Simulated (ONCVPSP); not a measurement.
**Potentials for molybdenum (Mo) compared**

Generated with ld1.x 7.5 (TM, RRKJ, ultrasoft, PAW), atompaw 4.2 or ONCVPSP 4.0.1. The cutoff is in Ry: for ld1.x and atompaw files where the sum of valence levels is converged to 10 mRy in a Bessel basis, for ONCV files where the hardest occupied wave has 1 mHa per electron of residual kinetic energy. The error is the largest all-electron minus pseudo excitation energy over each file’s own four to seven test configurations (ionisations up to +4, promotions, holes and added fractions of an electron), all of which were solved. The labels leave out finer settings (local radius, basis sizes, second energies), which also bear on the numbers. Spin-polarised tests are not counted. The rows are a selection from randomly drawn settings: files with unsolved tests, undetermined cutoffs or missed reference levels are left out.

A true bound ghost makes a file unfit for plane-wave use even where its test errors are small: the radial tests pick states by their node count and pass the ghost by.

| potential | cutoff (Ry) | largest error (meV) | bound ghosts |
| --- | --- | --- | --- |
| ONCV, PBEsol, scalar-relativistic, rc 1.20/2.05/1.85 (spd), local smoothed, core correction yes, reference 4s2 4p6 4d3, qcut 5.1/6.6/6.6, projectors 3/3/2 | 161 | +15 | none |
| ONCV, LDA (Perdew-Zunger), scalar-relativistic, rc 1.25/2.40/1.25 (spd), local d, core correction yes, reference 4s2 4p6 4d5 5p1, qcut 6.1/6.6/8.2, projectors 2/2/0 | 165 | -2.9 | none |
| ONCV, PBEsol, fully relativistic, rc 3.20/3.60/1.85 (spd), local smoothed, core correction no, reference 4d5 5s0.5 5p0.5, qcut 1.8/2.7/9.3, projectors 2/2/2 | 43 | +9.4 | s, p3/2, p1/2 |
| ONCV, PBEsol, fully relativistic, rc 1.60/1.75/1.70 (spd), local smoothed, core correction no, reference 4s2 4p6 4d5 5s0.5 5p0.5, qcut 7.2/9.5/5.1, projectors 2/3/2 | 87 | -0.7 | none |
| ONCV, BLYP, scalar-relativistic, rc 2.90/1.95/1.55 (spd), local smoothed, core correction yes, reference 4p6 4d5 5s1, qcut 1.8/7.3/5.4, projectors 1/2/2 | 65 | +19 | s |
| ONCV, LDA (Perdew-Zunger), scalar-relativistic, rc 2.15/1.30/2.45 (spd), local smoothed, core correction no, reference 4s2 4p6 4d5 5s1, qcut 5.1/6.7/7.7, projectors 2/2/1 | 52 | -47 | none |

Q: Fill in the row for Mo: ONCV, PBE, scalar-relativistic, rc 1.65/1.65/2.45 (spd), local smoothed, core correction yes, reference 4s2 4p6 4d5 5s1, qcut 5.9/7.6/7.8, projectors 2/2/1.

A: cutoff 35 Ry, largest error -234 meV, bound ghosts: none.

Q: Fill in the row for Mo: ONCV, LDA (Perdew-Wang 92), scalar-relativistic, rc 1.95/1.10/2.65 (spd), local smoothed, core correction yes, reference 4s2 4p6 4d5.5 5s0.5, qcut 7.5/6.4/5.3, projectors 2/1/2.

A: cutoff 114 Ry, largest error +8.2 meV, bound ghosts: none.

Q: Fill in the row for Mo: ONCV, PBE, scalar-relativistic, rc 1.85/1.40/1.60 (spd), local smoothed, core correction yes, reference 4s2 4p6 4d3, qcut 8.5/5.3/5.1, projectors 2/2/2.

A: cutoff 113 Ry, largest error +7.7 meV, bound ghosts: none.
